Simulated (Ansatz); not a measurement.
Spectroscopic constants of BeSi, multiplicity 3 (lowest of 2S+1 = 1, 3 at CCSD(T)/def2-TZVPP on PBE0 minima; our sources give no spin for the ground state, which may be another). The T1 diagnostic near the minimum is 0.116, so single-reference values are doubtful.

D_e counts from the fitted minimum to each atom's lowest state at the same level, without counterpoise.

Correlated levels freeze the inner cores; with def2 sets outer-core shells near the valence are correlated too.

The values were computed with Ansatz (a quantum-chemistry and plane-wave program) with Gaussian orbitals. Values without a source in brackets are computed.

| level | bond energy D_e (kcal/mol) |
|---|---|
| SVWN5/def2-TZVPP | 49.44 |
| PBE/def2-TZVPP | 42.30 |
| r2SCAN/def2-TZVPP | 42.36 |
| B97M-V/def2-TZVPP | 39.18 |
| B3LYP/def2-TZVPP | (withheld) |
| PBE0/def2-TZVPP | (withheld) |
| wB97M-V/def2-TZVPP | 29.76 |
| B2PLYP/def2-TZVPP | 29.73 |

Problem. Complete the blanks.

Solution. 
- B3LYP/def2-TZVPP, bond energy D_e (kcal/mol): 33.04
- PBE0/def2-TZVPP, bond energy D_e (kcal/mol): 37.85

Doubts at one or more of the structures used: a spin-contaminated determinant (r2SCAN/def2-TZVPP, PBE0/def2-TZVPP, B2PLYP/def2-TZVPP).
